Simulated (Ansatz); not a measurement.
# Nudged elastic band run: BH₇N₂OSSi

input.yaml

```yaml
crystal:
  periodic: [false, false, false]
  atoms:
    - { symbol: "N", position_ang: [-0.103909, -1.159192, -0.908124] }
    - { symbol: B, position_ang: [0.45103, -0.731776, 0.342245] }
    - { symbol: "N", position_ang: [0.624423, -1.601629, 1.439148] }
    - { symbol: O, position_ang: [0.788506, 0.605344, 0.515301] }
    - { symbol: Si, position_ang: [0.108964, 1.910266, -0.247355] }
    - { symbol: S, position_ang: [-2.027879, 1.86427, -0.115486] }
    - { symbol: H, position_ang: [0.121977, -0.658692, -1.758445] }
    - { symbol: H, position_ang: [-0.310437, -2.132408, -1.08735] }
    - { symbol: H, position_ang: [0.896343, -1.240654, 2.342095] }
    - { symbol: H, position_ang: [0.446527, -2.594008, 1.420156] }
    - { symbol: H, position_ang: [0.551867, 3.15851, 0.425355] }
    - { symbol: H, position_ang: [0.541841, 1.915047, -1.678898] }
    - { symbol: H, position_ang: [-2.068552, 0.630023, -0.673942] }
basis:
  gaussian: { orbitals: def2-SVP }
hamiltonian:
  xc: pbe0
  dispersion: d4
neb:
  order_check: false
  images: 5
  f_tol: 0.05
  max_iterations: 60
  initial_path: idpp
  final_atoms:
    - { symbol: "N", position_ang: [0.28651809, -2.00047419, -1.02664008] }
    - { symbol: B, position_ang: [0.40921713, -0.92643483, -0.11429216] }
    - { symbol: "N", position_ang: [0.53237851, -1.11664716, 1.28612322] }
    - { symbol: O, position_ang: [0.40277697, 0.35960198, -0.65468025] }
    - { symbol: Si, position_ang: [0.02799441, 1.84529177, -0.05171408] }
    - { symbol: S, position_ang: [-2.05430946, 2.07168255, 0.40309589] }
    - { symbol: H, position_ang: [0.18932455, -1.82887085, -2.01617485] }
    - { symbol: H, position_ang: [0.31478184, -2.97513997, -0.77065578] }
    - { symbol: H, position_ang: [0.68117969, -0.35555696, 1.93171793] }
    - { symbol: H, position_ang: [0.53607382, -2.02448765, 1.72610228] }
    - { symbol: H, position_ang: [0.69676444, 2.10769569, 1.25888383] }
    - { symbol: H, position_ang: [0.45465485, 2.83656532, -1.07394058] }
    - { symbol: H, position_ang: [-2.45665385, 1.97187531, -0.88312537] }
```

Launched with:

```bash
$ ansatz run input.yaml --threads 2 --pin off --max-ram 3072MiB --backend cpu --events-out ev --progress --plain --runs-dir out
```

Output, in part (warnings, iteration lines, the closing report on the highest movable image, with atoms numbered from 0):

```
NEB end point (image 0): max|allowed force component| = 1.022e-2 eV/Å (the criterion of neb.relax_end_points is 1.000e-2)
NEB end point (image 6): max|allowed force component| = 1.435e-2 eV/Å (the criterion of neb.relax_end_points is 1.000e-2)
NEB iter   1: max|band force component| = 1.745e0 eV/Å  barrier→ = 0.2676 eV  barrier← = 0.2389 eV  Δτ_max = 0.1441 Å  (189 SCF iters)
NEB iter   2: max|band force component| = 3.955e-1 eV/Å  barrier→ = 0.1139 eV  barrier← = 0.0852 eV  CI = image 3  Δτ_max = 0.1561 Å  (148 SCF iters)
NEB iter   3: max|band force component| = 2.665e-1 eV/Å  barrier→ = 0.0972 eV  barrier← = 0.0684 eV  CI = image 3  Δτ_max = 0.0593 Å  (150 SCF iters)
NEB iter   4: max|band force component| = 1.441e-1 eV/Å  barrier→ = 0.0830 eV  barrier← = 0.0543 eV  CI = image 3  Δτ_max = 0.0092 Å  (155 SCF iters)
NEB iter   5: max|band force component| = 1.030e-1 eV/Å  barrier→ = 0.0816 eV  barrier← = 0.0529 eV  CI = image 3  Δτ_max = 0.0309 Å  (119 SCF iters)
NEB iter   6: max|band force component| = 6.849e-2 eV/Å  barrier→ = 0.0795 eV  barrier← = 0.0507 eV  CI = image 3  Δτ_max = 0.0183 Å  (156 SCF iters)
NEB iter   7: max|band force component| = 8.352e-2 eV/Å  barrier→ = 0.0787 eV  barrier← = 0.0500 eV  CI = image 3  Δτ_max = 0.0092 Å  (147 SCF iters)
NEB iter   8: max|band force component| = 7.657e-2 eV/Å  barrier→ = 0.0782 eV  barrier← = 0.0495 eV  CI = image 3  Δτ_max = 0.0092 Å  (126 SCF iters)
NEB iter   9: max|band force component| = 7.424e-2 eV/Å  barrier→ = 0.0776 eV  barrier← = 0.0488 eV  CI = image 3  Δτ_max = 0.0092 Å  (120 SCF iters)
NEB iter  10: max|band force component| = 7.410e-2 eV/Å  barrier→ = 0.0771 eV  barrier← = 0.0483 eV  CI = image 3  Δτ_max = 0.0183 Å  (119 SCF iters)
NEB iter  11: max|band force component| = 7.212e-2 eV/Å  barrier→ = 0.0763 eV  barrier← = 0.0476 eV  CI = image 3  Δτ_max = 0.0184 Å  (153 SCF iters)
NEB iter  12: max|band force component| = 9.441e-2 eV/Å  barrier→ = 0.0755 eV  barrier← = 0.0468 eV  CI = image 3  Δτ_max = 0.0092 Å  (148 SCF iters)
NEB iter  13: max|band force component| = 6.422e-2 eV/Å  barrier→ = 0.0751 eV  barrier← = 0.0464 eV  CI = image 3  Δτ_max = 0.0183 Å  (128 SCF iters)
NEB iter  14: max|band force component| = 5.755e-2 eV/Å  barrier→ = 0.0744 eV  barrier← = 0.0457 eV  CI = image 3  Δτ_max = 0.0366 Å  (125 SCF iters)
NEB iter  15: max|band force component| = 4.520e-2 eV/Å  barrier→ = 0.0734 eV  barrier← = 0.0447 eV  CI = image 3  Δτ_max = 0.0330 Å  (155 SCF iters)
NEB iter  16: max|band force component| = 3.476e-2 eV/Å  barrier→ = 0.0726 eV  barrier← = 0.0438 eV  CI = image 3  Δτ_max = 0.0293 Å  (31 SCF iters)
NEB iter  17: max|band force component| = 4.438e-2 eV/Å  barrier→ = 0.0720 eV  barrier← = 0.0433 eV  CI = image 3  Δτ_max = 0.0351 Å  (30 SCF iters)
NEB iter  18: max|band force component| = 6.340e-2 eV/Å  barrier→ = 0.0715 eV  barrier← = 0.0428 eV  CI = image 3  Δτ_max = 0.0732 Å  (31 SCF iters)
NEB iter  19: max|band force component| = 6.055e-2 eV/Å  barrier→ = 0.0718 eV  barrier← = 0.0431 eV  CI = image 3  Δτ_max = 0.0366 Å  (153 SCF iters)
NEB iter  20: max|band force component| = 3.000e-2 eV/Å  barrier→ = 0.0708 eV  barrier← = 0.0421 eV  CI = image 3  Δτ_max = 0.0000 Å  (290 SCF iters)
Total energy: -24512.31346565 eV, -900.8109048198 hartree
Atom 0 at     0.064815    -1.680981    -0.862239 Å, force    -0.005433     0.001407    -0.004849 eV/Å
Atom 1 at     0.487572    -0.811585     0.177636 Å, force    -0.001034     0.000369     0.002179 eV/Å
Atom 2 at     0.525911    -1.195465     1.537444 Å, force     0.005937    -0.001923    -0.000119 eV/Å
Atom 3 at     0.876210     0.481366    -0.172909 Å, force     0.005514    -0.000425     0.006444 eV/Å
Atom 4 at     0.113217     1.932313    -0.292211 Å, force    -0.004779    -0.000678    -0.001275 eV/Å
Atom 5 at    -2.011819     1.733338    -0.063102 Å, force    -0.001370     0.001198    -0.003467 eV/Å
Atom 6 at     0.217741    -1.430531    -1.828350 Å, force    -0.000433    -0.000115    -0.000362 eV/Å
Atom 7 at    -0.137846    -2.660032    -0.724062 Å, force    -0.001274     0.000646     0.001546 eV/Å
Atom 8 at     0.781048    -0.540305     2.261100 Å, force     0.000055     0.000895    -0.000605 eV/Å
Atom 9 at     0.269371    -2.109344     1.878470 Å, force    -0.000137     0.000094    -0.000873 eV/Å
Atom 10 at     0.508075     2.865167     0.801908 Å, force    -0.001180     0.000687     0.000126 eV/Å
Atom 11 at     0.463083     2.524186    -1.613995 Å, force     0.002123    -0.000027    -0.000138 eV/Å
Atom 12 at    -2.136677     0.856974    -1.084990 Å, force     0.002011    -0.002127     0.001394 eV/Å
Dipole moment:     0.053962    -0.486287    -0.035914 e Å
```

It converged. The band force fell under the threshold earlier too, but the program's further tests of the path sent the band on. A vibrational analysis at the climbing image gives one clearly imaginary mode, 70i cm⁻¹: a first-order saddle point.

Final band (atoms are numbered from 1 in the order of the input):

```
image  path coordinate (Å)  energy (kcal/mol)  height of N1 over the plane of its neighbours (Å)
    0                 0.00                0.0                                               0.17
    1                 0.64                0.5                                               0.16
    2                 1.28                1.3                                               0.13
    3                 1.91                1.6                                               0.10
    4                 2.60                1.4                                               0.06
    5                 3.29                0.9                                               0.02
    6                 3.97                0.7                                               0.01
```

Time of the run: 5.2 min on 2 threads of Intel(R) Xeon(R) Platinum 8488C (Sapphire Rapids), with other jobs on the host, peak memory 0.35 GiB.
